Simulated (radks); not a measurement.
Effect of the nuclear size on the lutetium ion Lu3+, [Xe] 4f14. All-electron calculation, Dirac Kohn-Sham, LDA (Slater exchange, Perdew-Wang correlation), spin-unpolarised, spherical densities, finite nucleus; Fermi nuclear charge, rms radius 5.37 fm. Program: a radial shooting solver on a logarithmic mesh with Libxc functionals. The rms radius is varied about that value; shifts are against it.

| rms radius (fm) | total energy shift (eV) | density at nucleus (e/bohr^3) | 1s1/2 shift (meV) | 2s1/2 shift (meV) | 4p1/2 shift (meV) | 5s1/2 shift (meV) | 5p1/2 shift (meV) | 4f7/2 shift (meV) | 6s1/2 (empty) shift (meV) |
|---|---|---|---|---|---|---|---|---|---|
| 4.586 | -12.1 | 1.164e+06 | -4920 | -674 | -0.133 | -5.79 | 0.114 | 0.643 | -0.988 |
| 4.8974 | -7.42 | 1.14e+06 | -3030 | -415 | -0.083 | -3.56 | 0.070 | 0.396 | -0.609 |
| 5.37 | 0 | 1.107e+06 | 0.000 | 0.000 | 0.000 | 0.000 | 0.000 | 0.000 | 0.000 |
| 5.5794 | 3.44 | 1.093e+06 | 1400 | 192 | 0.039 | 1.65 | -0.032 | -0.184 | 0.282 |
| 6.5084 | 19.8 | 1.041e+06 | 8060 | 1100 | 0.229 | 9.48 | -0.185 | -1.05 | 1.62 |

Slopes of the eigenvalues against <r^2> in GHz/fm^2, as finite differences over the two radii next to the reference (eigenvalue slopes, not the field-shift constants of lines): 1s1/2 150000, 2s1/2 20600, 4p1/2 4.12, 5s1/2 176, 5p1/2 -3.46, 4f7/2 -19.6, 6s1/2 (empty) 30.1.
